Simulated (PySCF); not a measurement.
# A small calculation by hand: oscillator strength and radiative lifetime

C2H2BF2N, SMILES FB1C=N[C@H]1F.

The structure is a stationary point at PBE0-D3(BJ)/def2-SVP. The structure was generated by enumeration; whether it is a known compound was not checked.

TDDFT-PBE/def2-SVPD run with PySCF 2.14.0 puts the first singlet state with f over 0.02 at 5.80 eV (vertical), with the transition dipole (-0.380, 0.217, -0.348) in atomic units.

Task: Find the oscillator strength, the wavelength and the radiative lifetime that this transition would have in vacuum if emission retraced absorption.

Result: 
|μ|² = 0.3126 au, so |μ| = 1.42 D. ΔE = 5.80/27.211 = 0.2131 hartree. f = (2/3) ΔE |μ|² = 0.044 (the program prints 0.044).
λ = 1239.84/5.80 = 214 nm; ν = 46780 cm⁻¹.
Einstein's coefficient A = 0.6670 ν² f s⁻¹ (ν in cm⁻¹) = 6.5e7 s⁻¹, so τ = 1/A = 15 ns. This state is S3; the lower singlets have f = 0.010, 0.006. The figure is the radiative limit of this one transition; relaxation, internal conversion, crossing to triplets and a medium change what is measured.
